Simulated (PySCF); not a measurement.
**Correlation energy of W (tungsten, neutral)**

[Xe] 4f14 5d4 6s1 7s1, high-spin 7D determinant (an excited configuration). Computed with PySCF 2.14 in aug-cc-pVDZ-PP with ECP60MDF (5s5p4d2f, 54 functions), with a scalar-relativistic core potential. Frozen: 5s2 5p6; 6 electrons correlated.

MP2 pair energies summed by pair of shells (mhartree):

| pair | energy | share (%) |
| --- | --- | --- |
| 5d-5d | -24.97 | 57.1 |
| 5d-6s | -14.75 | 33.7 |
| 5d-7s | -2.22 | 5.1 |
| 6s-7s | -1.81 | 4.1 |

Total MP2 correlation energy: -43.74 mhartree.

Same-spin part -43.74 and opposite-spin part 0.00 mhartree; SCS-MP2 scales them by 1/3 and 6/5 to -14.58 mhartree.
